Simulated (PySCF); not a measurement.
**How methods differ on the ionisation energy of Re⁷³⁺**

Re⁷³⁺ 1s2 (1S) → Re⁷⁴⁺ 1s1 (2S), as a difference of total energies. All numbers are calculated (PySCF 2.14, scalar relativity by spin-free X2C-1e, in an even-tempered Gaussian basis (16 s from 220 bohr⁻², ratio 2.2; 7 p from 330 bohr⁻², ratio 2.4; 4 d from 1000 bohr⁻², ratio 2.4; 3 f from 1500 bohr⁻², ratio 2.4; 3 g from 2300 bohr⁻², ratio 2.4)). Correlated levels: nothing frozen; virtual orbitals above 40 to 60 times the deepest correlated orbital energy dropped. The calculations carry no spin-orbit coupling.

| method | ionisation energy (eV) | difference from reference (eV) |
| --- | --- | --- |
| UHF | 81762.6 | +206.0 |
| MP2 (all electrons) | 81764.6 | +208.0 |
| SCS-MP2 (all electrons) | 81765.0 | +208.4 |
| CCSD (all electrons) | 81764.6 | +208.0 |

Reference: 81556.58 ± 0.2 eV (theoretical estimate listed by NIST; NIST Atomic Spectra Database, ionization energies).

For this ion Breit and QED terms and the two-electron picture change, all absent here, outweigh the differences among the correlated methods.

With two correlated electrons CCSD is exact in that space.
